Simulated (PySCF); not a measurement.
Al(Me)2(F) (C2H6AlF), SMILES [CH3][Al]([CH3])[F].

The structure is a stationary point at B3LYP-D3(BJ)/def2-SVP. The isomer is the one that the SMILES or the coordinates give; other isomers of the formula were not compared.

Two levels are set side by side: TDDFT-PBE/def2-SVPD (PySCF) and TDDFT-M06-2X/def2-SVPD (PySCF). Vertical, same geometry. The lowest singlet is HOMO→LUMO 100 % with PBE and HOMO→LUMO+1 99 % with the other functional; states are paired by order. Differences are taken from unrounded values.

```tsv
quantity	TDDFT-M06-2X	TDDFT-PBE	TDDFT-PBE minus TDDFT-M06-2X
lowest singlet excitation (eV)	5.92	5.60	-0.32
lowest triplet excitation (TDA) (eV)	5.61	5.31	-0.30
first bright state (f over 0.05) (eV)	6.61	5.99	-0.61
its oscillator strength	0.17	0.14	-0.03
```

Functionals without exact exchange tend to place singlet excitations lower, as here. Differences between two approximate levels are no errors against the true value.

Rough cost on one machine, each run with all the roots and properties that it gave: TDDFT-M06-2X against TDDFT-PBE about 20 times.
